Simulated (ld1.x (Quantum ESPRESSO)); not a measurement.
## P: one change to a PAW potential, before and after

P, PAW, made with ld1.x (Quantum ESPRESSO) 7.5 (PBE, non-relativistic). Core [Ne], reference 3s2 3p3. Waves: 3s (bound): rcut 1.25, rcutus 1.40 bohr; 3s channel at 2 Ry: rcut 1.25, rcutus 1.40 bohr; 3p (bound): rcut 1.45, rcutus 1.70 bohr; 3p channel at 1.7 Ry: rcut 1.45, rcutus 1.70 bohr. Local part: all-electron potential smoothed inside 1.25 bohr (lloc = -1). Core correction: Bessel-smoothed model core inside 1.25 bohr. Augmentation charge: PSQ, inside the norm-conserving radii.

All-electron outer shells of the reference configuration (PBE, non-relativistic, ld1.x):

| shell | level (eV) | outermost node (bohr) | outermost maximum (bohr) |
| --- | --- | --- | --- |
| 2p | -124.51 | – | 0.36 |
| 3s | -13.90 | 0.66 | 1.58 |
| 3p | -5.52 | 0.64 | 1.83 |

Change: waves 3s (bound): rcut 1.25, rcutus 1.68 bohr; 3s channel at 2 Ry: rcut 1.25, rcutus 1.68 bohr.

Cutoffs: the cutoffs (Ry, on a coarse ladder) from which the occupation-weighted sum of valence levels, in a spherical-Bessel basis at the reference potential, stays within 10 and 1 mRy of its value at 400 Ry; they do not see the model core or the augmentation charge, which bear on the density cutoff. Errors are all-electron minus pseudo energies relative to the spin-unpolarised reference configuration.

What does the change do?

The potential gets softer (18 Ry and 25 Ry → 12 Ry and 25 Ry); the errors of the 7 common tests hardly move; neither file shows a bound ghost. A larger radius leaves more room for a smooth pseudo-wave, so fewer plane waves are needed.

```tsv
quantity	base	changed
cutoff, loose	18 Ry	12 Ry
cutoff, tight	25 Ry	25 Ry
loose cutoff by channel (10 mRy a level)	s 15 Ry, p 10 Ry	s 6 Ry, p 10 Ry
bound ghosts	none	none
error for 3s2 3p2, meV [ΔE 9.74 eV]	-0.6	-0.6
error for 3s2 3p1, meV [ΔE 28.90 eV]	-6.8	-6.9
error for 3s2 3p0, meV [ΔE 58.65 eV]	-35	-35
error for 3s0 3p5, meV [ΔE 17.02 eV]	-1.1	-1.2
error for 3s1 3p4, meV [ΔE 8.45 eV]	-0.3	-0.3
error for 3s1 3p3, meV [ΔE 18.77 eV]	-1.6	-1.6
error for 3s2 3p3.3, meV [ΔE -1.31 eV]	0.0	0.0
s: phases at 1.84 bohr within 0.05 rad from the reference energy up to (Ry; the scan ends near 5)	to the end of the scan	to the end of the scan
p: phases at 1.84 bohr within 0.05 rad from the reference energy up to (Ry; the scan ends near 5)	to the end of the scan	to the end of the scan
lowest overlap eigenvalue by channel	s 0.50, p 0.76	s 0.44, p 0.76
```
